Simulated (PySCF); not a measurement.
C₃H₃BF₂O. Atoms are numbered in the order given.

```xyz
10

F      1.1665    -1.8516     0.0000
B     -0.0004    -1.2162     0.0000
F     -1.1133    -1.9483     0.0000
C     -0.0945     0.3329     0.0000
C     -1.0693     1.2912     0.0000
C      0.0452     2.3004     0.0000
O      1.0088     1.1953     0.0000
H     -2.1637     1.3149     0.0000
H      0.1641     2.9279     0.9093
H      0.1641     2.9279    -0.9093
```
Charge 0, spin multiplicity 1.

Geometry: PBE-D3(BJ)/def2-SVP. This is a generated structure with no PubChem entry under its InChIKey; it may be hypothetical. The values are those of a single conformer.

Level of theory: TDDFT-PBE/def2-SVPD (PySCF).

Vertical excitations.  State labels are in the subgroup Cs.

Computed lowest excited states:
```csv
state,symmetry,energy (eV),λ (nm),f,main pairs
S1,A',4.37,283,0.072,HOMO→LUMO 95 %
S2,A",5.88,211,0.006,HOMO→LUMO+1 99 %
S3,A",6.10,203,0.000,"HOMO−2→LUMO 69 %, HOMO−3→LUMO 27 %"
S4,A",6.26,198,0.005,"HOMO→LUMO+2 49 %, HOMO−3→LUMO 19 %, HOMO→LUMO+3 16 %, HOMO−2→LUMO 16 %"
S5,A",6.27,198,0.001,"HOMO−3→LUMO 51 %, HOMO→LUMO+2 19 %, HOMO→LUMO+3 15 %, HOMO−2→LUMO 14 %"
S6,A",6.31,197,0.003,"HOMO→LUMO+3 68 %, HOMO→LUMO+2 28 %"
S7,A',6.51,190,0.273,HOMO−1→LUMO 94 %
S8,A",7.25,171,0.005,HOMO→LUMO+5 99 %
S9,A",7.46,166,0.000,HOMO−4→LUMO 100 %
S10,A',7.63,162,0.043,HOMO→LUMO+6 95 %
T1,A',2.81,441,0,HOMO→LUMO 98 %
T2,A',5.52,225,0,HOMO−1→LUMO 98 %
T3,A",5.60,221,0,HOMO−2→LUMO 95 %
T4,A",5.79,214,0,HOMO→LUMO+1 95 %
```
Triplets are in the Tamm–Dancoff approximation, which puts them higher than full response would, so one can lie above its singlet here.
